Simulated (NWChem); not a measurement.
Program: NWChem. System: SeSn, charge 0, spin multiplicity 1, at a geometry optimised with PBE/def2-SVP with def2 effective core potentials on Sn. The structure started from a generated list of species. Level: B3LYP/x2c-SVPall-2c, scalar ZORA, VWN1-RPA local correlation.

Input file:

```
start mol
memory heap 200 mb stack 900 mb global 1100 mb
geometry units angstroms nocenter noautoz noautosym
  Sn     0.000000     0.000000     0.959386
  Se     0.000000     0.000000    -1.410862
end
basis spherical
  * library x2c-svpall-2c
end
relativistic
  zora on
end
dft
  xc b3lyp
  semidirect memsize 60000000 filesize 0
  iterations 100
  grid fine
end
task dft energy
```

Part of the output:

```
             Northwest Computational Chemistry Package (NWChem) 7.3.0
             --------------------------------------------------------

                                NWChem Input Module
                                -------------------

 Scaling coordinates for geometry "geometry" by  1.889725989
 (inverse scale =  0.529177249)

                             Geometry "geometry" -> ""
                             -------------------------

 Output coordinates in angstroms (scale by  1.889725989 to convert to a.u.)

  No.       Tag          Charge          X              Y              Z
 ---- ---------------- ---------- -------------- -------------- --------------
    1 Sn                  50.0000     0.00000000     0.00000000     0.95938600
    2 Se                  34.0000     0.00000000     0.00000000    -1.41086200

 Effective nuclear repulsion energy (a.u.)     379.5389019628

            Nuclear Dipole moment (a.u.)
            ----------------------------
        X                 Y               Z
 ---------------- ---------------- ----------------
     0.0000000000     0.0000000000    -0.0000151178


 Summary of "ao basis" -> "" (spherical)
 ------------------------------------------------------------------------------
       Tag                 Description            Shells   Functions and Types
 ---------------- ------------------------------  ------  ---------------------
 *                       x2c-svpall-2c                on all atoms

                                 NWChem DFT Module
                                 -----------------

 Summary of "ao basis" -> "ao basis" (spherical)
 ------------------------------------------------------------------------------
       Tag                 Description            Shells   Functions and Types
 ---------------- ------------------------------  ------  ---------------------
 Sn                      x2c-svpall-2c              18       50   6s8p4d
 Se                      x2c-svpall-2c              14       38   5s6p3d

 Summary of "ao basis" -> "ao basis" (spherical)
 ------------------------------------------------------------------------------
       Tag                 Description            Shells   Functions and Types
 ---------------- ------------------------------  ------  ---------------------
 Sn                      x2c-svpall-2c              18       50   6s8p4d
 Se                      x2c-svpall-2c              14       38   5s6p3d

            General Information
            -------------------
          SCF calculation type: DFT
          Wavefunction type:  closed shell.
          No. of atoms     :     2
          No. of electrons :    84
           Alpha electrons :    42
            Beta electrons :    42
          Charge           :     0
          Spin multiplicity:     1
          Use of symmetry is: off; symmetry adaption is: off
          Maximum number of iterations: 100
          AO basis - number of functions:    88
                     number of shells:    32
          Convergence on energy requested:  1.00D-06
          Convergence on density requested:  1.00D-05
          Convergence on gradient requested:  5.00D-04

              XC Information
              --------------
                         B3LYP Method XC Potential
                     Hartree-Fock (Exact) Exchange  0.200
                        Slater Exchange Functional  0.800 local
                    Becke 1988 Exchange Functional  0.720 non-local
              Lee-Yang-Parr Correlation Functional  0.810
                  VWN I RPA Correlation Functional  0.190 local

             Grid Information
             ----------------
          Grid used for XC integration:  fine
          Radial quadrature: Mura-Knowles
          Angular quadrature: Lebedev.
          Tag              B.-S. Rad. Rad. Pts. Rad. Cut. Ang. Pts.
          ---              ---------- --------- --------- ---------
          Sn                  1.45      141           9.0       974
          Se                  1.15      140          10.0       974
          Grid pruning is: on
          Number of quadrature shells:   281
          Spatial weights used:  Erf1

          Convergence Information
          -----------------------
          Convergence aids based upon iterative change in
          total energy or number of iterations.
          Levelshifting, if invoked, occurs when the
          HOMO/LUMO gap drops below (HL_TOL):  1.00D-02
          DIIS, if invoked, will attempt to extrapolate
          using up to (NFOCK): 10 stored Fock matrices.

                    Damping( 0%)  Levelshifting(0.5)       DIIS
                  --------------- ------------------- ---------------
          dE  on:    start            ASAP                start
          dE off:    2 iters        100 iters           100 iters

      Screening Tolerance Information
      -------------------------------
          Density screening/tol_rho:  1.00D-10
          AO Gaussian exp screening on grid/accAOfunc:  14
          CD Gaussian exp screening on grid/accCDfunc:  20
          XC Gaussian exp screening on grid/accXCfunc:  20
          Schwarz screening/accCoul:  1.00D-08

 dft: using ZORA

      Superposition of Atomic Density Guess
      -------------------------------------

 Sum of atomic energies:       -8279.73418333
          Performing ZORA calculations
          ----------------------------

       Generating atomic ZORA corrections
       ----------------------------------

 In dft_scf:: zora:Knucl= F

      Superposition of Atomic Density Guess
      -------------------------------------

 Sum of atomic energies:       -8279.73418333

      Non-variational initial energy
      ------------------------------

 Total energy =   -8279.893691
 1-e energy   =  -12271.750032
 2-e energy   =    3612.317439
 HOMO         =      -0.262383
 LUMO         =      -0.066445

------------------------------------------------------------
EAF file 0: "./mol.aoints.0" size=524288 bytes
------------------------------------------------------------
               write      read    awrite     aread      wait
               -----      ----    ------     -----      ----
     calls:        1         0         0         0         0
   data(b): 5.24e+05  0.00e+00  0.00e+00  0.00e+00
   time(s): 0.00e+00  0.00e+00  0.00e+00  0.00e+00  0.00e+00
rate(mb/s): 0.00e+00  0.00e+00
------------------------------------------------------------

   convergence    iter        energy       DeltaE   RMS-Dens  Diis-err    time
 ---------------- ----- ----------------- --------- --------- ---------  ------
 d= 0,ls=0.0,diis     1  -8682.9399509065 -9.06D+03  1.54D-01  9.14D+03    10.5
 d= 0,ls=0.0,diis     2  -8684.6944252786 -1.75D+00  9.48D-02  2.32D+01    10.9
 d= 0,ls=0.0,diis     3  -8682.9317397990  1.76D+00  8.72D-02  2.00D+01    11.3
 d= 0,ls=0.0,diis     4  -8685.8346220634 -2.90D+00  1.70D-02  1.76D+00    11.7
 d= 0,ls=0.0,diis     5  -8685.9434285002 -1.09D-01  9.75D-03  5.97D-01    12.0
 d= 0,ls=0.0,diis     6  -8686.0262892892 -8.29D-02  2.70D-03  2.82D-02    12.4
  Resetting Diis
 d= 0,ls=0.0,diis     7  -8686.0307670400 -4.48D-03  8.95D-04  4.73D-03    12.8
 d= 0,ls=0.0,diis     8  -8686.0318832756 -1.12D-03  1.69D-04  4.41D-05    13.1
 d= 0,ls=0.0,diis     9  -8686.0318689634  1.43D-05  1.74D-04  9.27D-05    13.5
 d= 0,ls=0.0,diis    10  -8686.0318792823 -1.03D-05  6.73D-05  4.66D-05    13.9
 d= 0,ls=0.0,diis    11  -8686.0318870644 -7.78D-06  3.25D-06  3.35D-08    14.3
 d= 0,ls=0.0,diis    12  -8686.0318870666 -2.27D-09  1.18D-06  9.28D-09    14.5
(nogshift,skip_gshiftAOev,done_Fji)=( 1,F,F)

         Total DFT energy =    -8686.031887066636
      One electron energy =   -12709.082495935621
           Coulomb energy =     3898.935089616411
    Exchange-Corr. energy =     -255.423382710211
 Nuclear repulsion energy =      379.538901962785

       Scaling correction =      101.343335858913

 Numeric. integr. density =       84.000000552849

     Total iterative time =      8.8s

                       DFT Final Molecular Orbital Analysis
                       ------------------------------------

 Vector   40  Occ=2.000000D+00  E=-2.571681D-01
              MO Center=  2.0D-07, -2.0D-07, -8.5D-02, r^2= 4.3D+00
   Bfn.  Coefficient  Atom+Function         Bfn.  Coefficient  Atom+Function
  ----- ------------  ---------------      ----- ------------  ---------------
    70      0.414540  2 Se pz                67      0.393233  2 Se pz
    21     -0.319885  1 Sn pz                 5     -0.283131  1 Sn s
    15      0.265186  1 Sn pz                24     -0.262485  1 Sn pz
    61     -0.248489  2 Se pz                 6     -0.230556  1 Sn s
     4      0.198080  1 Sn s                 55     -0.119080  2 Se s

 Vector   41  Occ=2.000000D+00  E=-2.452686D-01
              MO Center= -5.2D-09, -9.3D-09, -8.7D-01, r^2= 2.7D+00
   Bfn.  Coefficient  Atom+Function         Bfn.  Coefficient  Atom+Function
  ----- ------------  ---------------      ----- ------------  ---------------
    68      0.371328  2 Se px                69      0.347572  2 Se py
    65      0.314021  2 Se px                66      0.293932  2 Se py
    59     -0.200058  2 Se px                60     -0.187259  2 Se py
    22      0.181640  1 Sn px                23      0.170019  1 Sn py
    19      0.150747  1 Sn px                20      0.141103  1 Sn py

 Vector   42  Occ=2.000000D+00  E=-2.452686D-01
              MO Center= -1.5D-07,  1.7D-07, -8.7D-01, r^2= 2.7D+00
   Bfn.  Coefficient  Atom+Function         Bfn.  Coefficient  Atom+Function
  ----- ------------  ---------------      ----- ------------  ---------------
    69     -0.371328  2 Se py                68      0.347572  2 Se px
    66     -0.314021  2 Se py                65      0.293932  2 Se px
    60      0.200058  2 Se py                59     -0.187259  2 Se px
    23     -0.181640  1 Sn py                22      0.170020  1 Sn px
    20     -0.150747  1 Sn py                19      0.141103  1 Sn px

 Vector   43  Occ=0.000000D+00  E=-9.907928D-02
              MO Center= -1.2D-08,  1.9D-08,  5.1D-01, r^2= 4.2D+00
   Bfn.  Coefficient  Atom+Function         Bfn.  Coefficient  Atom+Function
  ----- ------------  ---------------      ----- ------------  ---------------
    22      0.487045  1 Sn px                23      0.459523  1 Sn py
    68     -0.307679  2 Se px                19      0.288944  1 Sn px
    69     -0.290292  2 Se py                20      0.272616  1 Sn py
    13     -0.233562  1 Sn px                14     -0.220364  1 Sn py
    65     -0.185348  2 Se px                66     -0.174874  2 Se py

 Vector   44  Occ=0.000000D+00  E=-9.907926D-02
              MO Center= -1.7D-07,  1.8D-07,  5.1D-01, r^2= 4.2D+00
   Bfn.  Coefficient  Atom+Function         Bfn.  Coefficient  Atom+Function
  ----- ------------  ---------------      ----- ------------  ---------------
    23     -0.487046  1 Sn py                22      0.459523  1 Sn px
    69      0.307679  2 Se py                20     -0.288944  1 Sn py
    68     -0.290292  2 Se px                19      0.272616  1 Sn px
    14      0.233562  1 Sn py                13     -0.220364  1 Sn px
    66      0.185348  2 Se py                65     -0.174874  2 Se px

 Vector   45  Occ=0.000000D+00  E= 1.576866D-02
              MO Center= -7.4D-09,  8.5D-09,  5.7D-01, r^2= 5.4D+00
   Bfn.  Coefficient  Atom+Function         Bfn.  Coefficient  Atom+Function
  ----- ------------  ---------------      ----- ------------  ---------------
    24      1.196777  1 Sn pz                70      0.812545  2 Se pz
    55      0.666266  2 Se s                  6     -0.437929  1 Sn s
     5     -0.371556  1 Sn s                 54      0.267105  2 Se s
    67      0.242293  2 Se pz                21      0.225820  1 Sn pz
     4      0.216880  1 Sn s                 15     -0.207504  1 Sn pz

 center of mass
 --------------
 x =   0.00000000 y =   0.00000000 z =   0.01699913

 moments of inertia (a.u.)
 ------------------
         948.448945319353           0.000000000000           0.000000000000
           0.000000000000         948.448945319353           0.000000000000
           0.000000000000           0.000000000000           0.000000000000

     Multipole analysis of the density
     ---------------------------------

     L   x y z        total         alpha         beta         nuclear
     -   - - -        -----         -----         ----         -------
     0   0 0 0     -0.000000    -42.000000    -42.000000     84.000000

     1   1 0 0     -0.000000     -0.000000     -0.000000      0.000000
     1   0 1 0      0.000000      0.000000      0.000000      0.000000
     1   0 0 1      1.070164      0.535090      0.535090     -0.000015

     2   2 0 0    -31.852206    -15.926103    -15.926103      0.000000
     2   1 1 0      0.000000      0.000000      0.000000      0.000000
     2   1 0 1     -0.000000     -0.000000     -0.000000      0.000000
     2   0 2 0    -31.852206    -15.926103    -15.926103      0.000000
     2   0 1 1      0.000000      0.000000      0.000000      0.000000
     2   0 0 2    -33.156713   -219.591843   -219.591843    406.026972

 Task  times  cpu:       14.6s     wall:       14.6s

 Total times  cpu:       14.6s     wall:       14.6s
```
